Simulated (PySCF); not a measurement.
# Radial density of Br (bromine, neutral)

BP86, [Ar] 3d10 4s2 4p5, 2P determinant. Computed with PySCF 2.14 in cc-pVDZ-PP with ECP10MDF (4s3p2d, 23 functions), with a scalar-relativistic core potential. This is the valence pseudo-density: the core potential removes the inner electrons and smooths the orbitals near the nucleus.

```json
{"r (bohr)": "0.000635", "4πr²ρ (e/bohr)": "2.324e-05", "4πr²(ρα − ρβ)": "0.0000"}
{"r (bohr)": "0.00107", "4πr²ρ (e/bohr)": "6.565e-05", "4πr²(ρα − ρβ)": "0.0000"}
{"r (bohr)": "0.00180", "4πr²ρ (e/bohr)": "0.0001849", "4πr²(ρα − ρβ)": "0.0000"}
{"r (bohr)": "0.00302", "4πr²ρ (e/bohr)": "0.0005168", "4πr²(ρα − ρβ)": "0.0000"}
{"r (bohr)": "0.00508", "4πr²ρ (e/bohr)": "0.001413", "4πr²(ρα − ρβ)": "0.0000"}
{"r (bohr)": "0.00855", "4πr²ρ (e/bohr)": "0.003645", "4πr²(ρα − ρβ)": "0.0000"}
{"r (bohr)": "0.0144", "4πr²ρ (e/bohr)": "0.008211", "4πr²(ρα − ρβ)": "0.0000"}
{"r (bohr)": "0.0242", "4πr²ρ (e/bohr)": "0.01512", "4πr²(ρα − ρβ)": "0.0000"}
{"r (bohr)": "0.0407", "4πr²ρ (e/bohr)": "0.03080", "4πr²(ρα − ρβ)": "0.0000"}
{"r (bohr)": "0.0684", "4πr²ρ (e/bohr)": "0.1517", "4πr²(ρα − ρβ)": "0.0001"}
{"r (bohr)": "0.115", "4πr²ρ (e/bohr)": "1.244", "4πr²(ρα − ρβ)": "0.0009"}
{"r (bohr)": "0.194", "4πr²ρ (e/bohr)": "7.329", "4πr²(ρα − ρβ)": "0.0119"}
{"r (bohr)": "0.326", "4πr²ρ (e/bohr)": "25.85", "4πr²(ρα − ρβ)": "0.0862"}
{"r (bohr)": "0.548", "4πr²ρ (e/bohr)": "31.39", "4πr²(ρα − ρβ)": "0.0540"}
{"r (bohr)": "0.921", "4πr²ρ (e/bohr)": "8.974", "4πr²(ρα − ρβ)": "0.1115"}
{"r (bohr)": "1.55", "4πr²ρ (e/bohr)": "4.626", "4πr²(ρα − ρβ)": "0.5730"}
{"r (bohr)": "2.61", "4πr²ρ (e/bohr)": "1.837", "4πr²(ρα − ρβ)": "0.2923"}
{"r (bohr)": "4.38", "4πr²ρ (e/bohr)": "0.1581", "4πr²(ρα − ρβ)": "0.0258"}
{"r (bohr)": "7.37", "4πr²ρ (e/bohr)": "0.0001458", "4πr²(ρα − ρβ)": "0.0000"}
```

Energies and moments cover only the electrons outside the core potential.
